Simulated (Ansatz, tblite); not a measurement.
Removing an electron: BI3. Total charge 0; singlet. Geometry: PBE-D4/def2-SVP. Ansatz, gas phase; energy differences of separate SCF runs; the oxidised species was run as a doublet alone.

Cartesian coordinates in Å:
```
B 0.000 0.000 0.000
I -0.842 -1.960 -0.009
I 2.001 0.298 0.675
I -1.159 1.662 -0.666
```

In the def2 sets I takes a core potential; there is no spin–orbit coupling. The xTB rows come from tblite. Correlated methods freeze 13 core orbitals; core or outer-core shells of I are correlated, in sets that lack core-valence functions. The rows differ in basis, and correlated rows in double-zeta sets carry the largest basis error. In CCSD on the charge 1 doublet the largest single amplitude is 0.55, so its Hartree–Fock determinant may place the open shell otherwise than the density functionals do.

```csv
level,−HOMO (eV),vertical IE (eV),−LUMO (eV),HOMO–LUMO gap (eV),remarks
GFN1-xTB,10.80,14.22,7.12,3.68,–
GFN2-xTB,12.01,14.82,8.68,3.32,–
PBE0-D4/def2-TZVP,7.41,9.18,2.56,4.86,–
CCSD/def2-SVP,–,9.33,–,–,large T1 (0.055) (+1 doublet)
```

Question: Estimate the rows for PBE-D4/def2-TZVP, r2SCAN-D4/def2-TZVP, CCSD(T)/def2-SVP.

Answer: 
```csv
level,−HOMO (eV),vertical IE (eV),−LUMO (eV),HOMO–LUMO gap (eV),remarks
PBE-D4/def2-TZVP,6.28,8.75,3.28,3.01,–
r2SCAN-D4/def2-TZVP,6.58,8.98,3.13,3.45,–
CCSD(T)/def2-SVP,–,9.19,–,–,large T1 (0.055) (+1 doublet)
```

Run but left out: HF/def2-SVP, MP2/def2-SVP (charge +1 doublet: a determinant that CCSD turns far, T1 0.055).  Raw xTB energy differences between charge states are shifted by several eV; the methods need an empirical correction for them.
